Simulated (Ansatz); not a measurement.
`C[O][AlH][NH2]` + `[OH]`• → `C[O][Al][NH2]`• + H₂O  (hydrogen abstraction from the Al–H bond)

Isolated molecules relaxed with PBE0-D4/def2-TZVP in Ansatz; ΔE leaves out vibrations. CCSD(T)/CBS adds triple-zeta CCSD(T) − MP2 to the extrapolated MP2 energy (def2 sets, frozen cores). This one scheme is used for every species. Functionals use def2-TZVPP. HSE06 is defined as in plane-wave codes. No spin–orbit coupling; open shells (•) take unrestricted orbitals. One conformer a species, not always the lowest.

| level | ΔE (kJ/mol) |
| --- | --- |
| LDA (SPW92) | -207.6 |
| HSE06-D4 | -150.8 |
| PBE | -167.6 |
| CAM-B3LYP | -138.1 |
| LC-ωPBE | -147.8 |
| MP2/def2-SVP | -145.7 |
| CCSD(T)/def2-SVP | -121.1 |
| SCS-MP2/def2-QZVPP | -154.0 |

Task: What does CCSD(T)/CBS give? (Estimate.)

Result: Computed: -149.2 kJ/mol. The listed levels differ from it by -58.4, -1.6, -18.4, 11.1, 1.4, 3.5, 28.1, -4.8 kJ/mol.

Largest T1 diagnostic among the species: 0.014.

From PBE to PBE0 (25 % exact exchange), in def2-TZVPP and without D4, ΔE moves by +17.3 kJ/mol. In def2-TZVPP, CCSD(T) changes the Hartree–Fock value by −69.0 kJ/mol (the triples alone add −7.6 kJ/mol) and MP2 by −98.4 kJ/mol. Leaving LDA and LC-ωPBE aside and taking each functional with its dispersion term where it has one, the values, not all of them listed here, spread over 51.8 kJ/mol, from PBE-D4 to BHLYP-D4. LDA lies −40.0 kJ/mol from PBE without D4.
